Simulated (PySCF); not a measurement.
# Bond curve of BiF

Set-up: basis Bi cc-pVDZ-PP with ECP60, F cc-pVDZ; scalar-relativistic core potentials; PySCF 2.14. Energies in eV from Bi + F in their ground configurations at the same level. All curves are PBE0. state 1: ³Σ⁻ (triplet), unpaired electrons π ↑↑; state 2: Ms = 0 determinant of mixed spin (⟨S²⟩ near 1.0), unpaired electrons π ↑↓, a mixture of terms (⟨Lz²⟩ = 2.0), a second solution, started from another occupation; state 3: singlet, one real π or δ orbital doubly filled, a mixture of terms (⟨Lz²⟩ = 2.0), a second solution, started from another occupation; state 4: quintet, unpaired electrons σ ↑↑, π ↑↑, a second solution, started from another occupation.

```json
{"R (Å)": "1.769", "state 1": "-2.113", "state 2": "-1.790", "state 3": "-0.912", "state 4": "5.4973"}
{"R (Å)": "1.851", "state 1": "-2.875", "state 2": "-2.551", "state 3": "-1.671", "state 4": "4.3019"}
{"R (Å)": "1.934", "state 1": "-3.279", "state 2": "-2.954", "state 3": "-2.072", "state 4": "3.4056"}
{"R (Å)": "1.995", "state 1": "-3.415", "state 2": "-3.089", "state 3": "-2.205", "state 4": "2.8750"}
{"R (Å)": "2.057", "state 1": "-3.447", "state 2": "-3.120", "state 3": "-2.235", "state 4": "2.4356"}
{"R (Å)": "2.119", "state 1": "-3.402", "state 2": "-3.073", "state 3": "-2.186", "state 4": "2.0680"}
{"R (Å)": "2.201", "state 1": "-3.257", "state 2": "-2.925", "state 3": "-2.036", "state 4": "1.6655"}
{"R (Å)": "2.304", "state 1": "-2.989", "state 2": "-2.654", "state 3": "-1.760", "state 4": "1.2709"}
{"R (Å)": "2.427", "state 1": "-2.604", "state 2": "-2.261", "state 3": "-1.363", "state 4": "0.9152"}
{"R (Å)": "2.592", "state 1": "-2.072", "state 2": "-1.706", "state 3": "-0.801", "state 4": "0.5851"}
```

Q: Put a parabola through the three lowest points of the state 1 curve and estimate Re, k and ωe (reduced mass 17.42 u; 1 eV/Å² = 0.16022 mdyn/Å; ωe = 1302.8·√(k/μ) cm⁻¹).

A: Through R = 1.995, 2.057, 2.119 Å the second-order coefficient is 10.0 eV/Å², so Re ≈ 2.052 Å, k ≈ 3.21 mdyn/Å and ωe ≈ 559 cm⁻¹. A polynomial fit of higher order to the unrounded PBE0 energies gives Re = 2.049 Å, k = 3.37 mdyn/Å, ωe = 573 cm⁻¹; anharmonicity and rounding make the difference.

The higher-order fit for each curve: state 1: Re = 2.049 Å, ωe = 573 cm⁻¹, De = 3.45 eV; state 2: Re = 2.048 Å, ωe = 575 cm⁻¹, minimum 3.12 eV below the ground-state fragments; state 3: Re = 2.046 Å, ωe = 577 cm⁻¹, minimum 2.24 eV below the ground-state fragments. State 4 gave no clean fit.

Spin–orbit coupling is left out, which matters for elements this heavy, above all for dissociation energies. The state was picked by a PBE0 search and need not be the measured ground state.
